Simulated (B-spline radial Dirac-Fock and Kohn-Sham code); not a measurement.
## Tc⁺ 4p1/2: cross section and angular parameters

System: technetium as Tc⁺ in the configuration [Kr] 4d5 5s1; threshold 60.69 eV (orbital energy of the model). The computed values come from a radial atomic solver: Dirac-Hartree-Slater photoionisation with a Latter tail; cross sections with all multipoles, angular parameters from the dipole term and its interference with E2.

For linearly polarised light dσ/dΩ = σ/(4π) [1 + β P₂(cos θ) + (δ + γ cos²θ) sin θ cos φ], with θ from the polarisation vector and φ the angle between the beam and the projection of the electron momentum on the plane normal to the polarisation.

```csv
hν (eV),σ (kb),β,γ,δ
100,152,-0.038,0.352,-0.051
116,127,-0.170,0.063,-0.009
133,118,0.018,-0.063,0.020
144,115,0.183,-0.067,0.029
147,114,0.228,-0.062,0.030
150,113,0.272,-0.056,0.032
173,108,0.577,0.018,0.033
176,107,0.611,0.028,0.033
196,102,0.809,0.092,0.030
260,84.9,1.184,0.198,0.017
267,?,?,?,?
400,55.3,1.498,0.165,0.004
767,22.1,1.668,-0.004,-0.001
800,20.7,1.672,-0.010,-0.001
933,16.0,1.680,-0.022,-0.001
1030,13.5,1.681,-0.022,0.000
1680,5.37,1.648,0.083,0.002
1790,4.72,1.640,0.109,0.003
1820,4.56,1.638,0.116,0.003
2984.4,1.54,1.545,0.409,0.012
3030,1.49,1.542,0.420,0.012
3330,1.19,1.519,0.491,0.015
4000,0.765,1.470,0.638,0.023
4460,0.583,1.439,0.731,0.028
5180,0.397,1.394,0.862,0.037
7390,0.153,1.273,1.191,0.067
7800,0.132,1.254,1.241,0.073
12000,0.0381,1.087,1.640,0.132
15000,0.0194,0.995,1.840,0.174
```

Q: Give the values at 267 eV.

A: σ = 83.2 kb, β = 1.211, γ = 0.202, δ = 0.016.
